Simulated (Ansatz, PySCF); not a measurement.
Energy difference 6 R1 → P1 + 9 P2, each structure at its B3LYP-D3(BJ)/def2-TZVP stationary point, reached from a drawn start (curvature not checked).
R1: CH4 (SMILES C), charge 0, multiplicity 1.
P1: C6H6 (SMILES c1ccccc1), charge 0, multiplicity 1.
P2, H2 (SMILES [H][H]) (charge 0, multiplicity 1):
```xyz
2

H      0.37201     0.00000     0.00000
H     -0.37201     0.00000     0.00000
```

P less R. No zero-point or thermal terms.

Correlated levels freeze the cores.

Codes used: Ansatz (Gaussian orbitals); PySCF for the D3/D4 terms. No computed number here is a measurement.

The comparison value is 170.66 kcal/mol (CCSD(T)/cc-pVTZ). It is a level with limits of its own, not the exact answer.

Q: Order these levels by how close they come to the comparison value for the reaction energy, closest first: revPBE-D3(BJ)/def2-TZVPP, PBE-D3(BJ)/def2-TZVPP, HF/cc-pVDZ, PBE0/def2-TZVPP, SVWN5/def2-TZVPP. Give each level's value less the comparison value.

A: PBE-D3(BJ)/def2-TZVPP (-4.47 kcal/mol), PBE0/def2-TZVPP (10.55 kcal/mol), SVWN5/def2-TZVPP (11.98 kcal/mol), revPBE-D3(BJ)/def2-TZVPP (-14.80 kcal/mol), HF/cc-pVDZ (24.68 kcal/mol)

Ansatz is a program for electronic structure.
